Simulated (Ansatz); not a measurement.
Reaction: H2SiOF (SMILES O[SiH]F, doublet) → H2SiOF (SMILES [O][SiH2]F, doublet)
Each species at its own B3LYP-D3(BJ)/def2-TZVP minimum (Ansatz, an electronic-structure program), one conformer.

Total energies in hartree (Ansatz). Radicals and triplets start from unrestricted determinants; spin-orbit coupling is neglected. Cores are frozen in correlated methods. No relativity.

```csv
species,HF/cc-pV(T+d)Z,CCSD(T)/cc-pV(T+d)Z,HF/cc-pV(Q+d)Z,CCSD(T)/cc-pV(Q+d)Z,CCSD(T)/cc-pV(D+d)Z,CCSDT(Q)/cc-pV(D+d)Z
"1: H2SiOF (SMILES O[SiH]F, doublet)",-464.55911,-465.18370,-464.58015,-465.25509,-464.94957,-464.95138
"2: H2SiOF (SMILES [O][SiH2]F, doublet)",-464.54225,-465.14358,-464.56267,-465.21325,-464.91561,-464.91743
```

### Question
Work out the isomerisation energy (electronic) in kJ/mol: take Hartree-Fock from cc-pV(Q+d)Z, extrapolate the CCSD(T) correlation energy as X^-3 (X = 3, 4), and add CCSDT(Q) - CCSD(T) in cc-pV(D+d)Z. 1 hartree = 2625.5 kJ/mol.

### Answer

Species 1: correlation (64·(-0.67494) - 27·(-0.62459))/37 = -0.71168; step -0.00181; E1 = -464.58015 + (-0.71168) + (-0.00181) = -465.29364
Species 2: correlation (64·(-0.65058) - 27·(-0.60133))/37 = -0.68652; step -0.00182; E2 = -464.56267 + (-0.68652) + (-0.00182) = -465.25101
-1·E1 +1·E2 = 0.04263 hartree = 111.9 kJ/mol.
